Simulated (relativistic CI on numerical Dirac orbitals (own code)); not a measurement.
Hyperfine structure of Zn3+, mass number 67

Method of calculation: Dirac-Coulomb-Breit CI, separate exchange-only KLI orbitals for each configuration, model QED, valence Slater integrals scaled by 0.85, P86 correlation energy added to each configuration (own radial code, finite nucleus).

Configuration list (outside the closed core [Ne] 3s2): 3p⁶3d⁹, 3p⁶3d⁸4s, 3p⁶3d⁸4p, 3p⁶3d⁸4d, 3p⁶3d⁸5s, 3p⁶3d⁷4s², 3p⁶3d⁸5p, 3p⁶3d⁸4f, 3p⁶3d⁸5d, 3p⁵3d¹⁰, 3p⁶3d⁷4s4p, 3p⁶3d⁸5f, 3p⁶3d⁸5g, 3p⁶3d⁷4p², 3p⁶3d⁷4s4d. Levels of other configurations are missing.

Nuclear spin I = 5/2, μ = 0.87485 μN, Q = 0.122 b (tables of Stone and Pyykkö). The electronic factors are computed for point nuclear moments, without core polarisation; leaving it out makes A of s and p electrons in near-neutral atoms 20 to 40 % too small, and it can dominate for d and f shells.

```csv
Level,E (cm⁻¹),A (MHz),B (MHz)
3p⁶3d⁹ ²D5/2,0.0,236.8,-165
3p⁶3d⁹ ²D3/2,2673.5,561.4,-118
3p⁶3d⁸4s ⁴F9/2,125714.8,708.9,-89.6
3p⁶3d⁸4s ⁴F7/2,127302.1,426.6,-59.9
3p⁶3d⁸4s ⁴F5/2,128707.2,252.3,-40.7
3p⁶3d⁸4s ⁴F3/2,129662.7,-240.1,-41.3
3p⁶3d⁸4s ²F7/2,132641.8,305.7,-88.3
3p⁶3d⁸4s ²F5/2,135116.7,798.8,-73.6
```

Levels with J = 0, under 50 % of one LS term, or S terms without an open s electron are left out. Small factors come from cancelling terms and can be off by tens of per cent or more.

Correlation outside the listed configurations is missing or only estimated: errors of thousands of cm⁻¹ between configurations and terms are usual at this charge. Rates and lifetimes follow the computed energies and can be off by large factors. The fine structure of a lone outer electron comes out too small, for d and f at times inverted, and misplaced configurations move strength between like terms. 55 of the 58 excited levels that our extract of the measured tables holds in this range could be paired (the sources list more); they are missed by 3687 cm⁻¹ on average and 5893 at most, and levels without a partner can miss by more.

Question: Give the hyperfine levels of 3p⁶3d⁹ ²D5/2 relative to its centre of gravity.

Answer: With K = F(F + 1) − I(I + 1) − J(J + 1), E = AK/2 + B[¾K(K + 1) − I(I + 1)J(J + 1)]/[2I(2I − 1)J(2J − 1)]: F = 0: -2187, F = 1: -1911, F = 2: -1373, F = 3: -603.3, F = 4: 353.7, F = 5: 1439 MHz.

LS names give the leading component of a level, which can be under half, so a name can repeat, a term be missing and a line seem to break the LS rules.
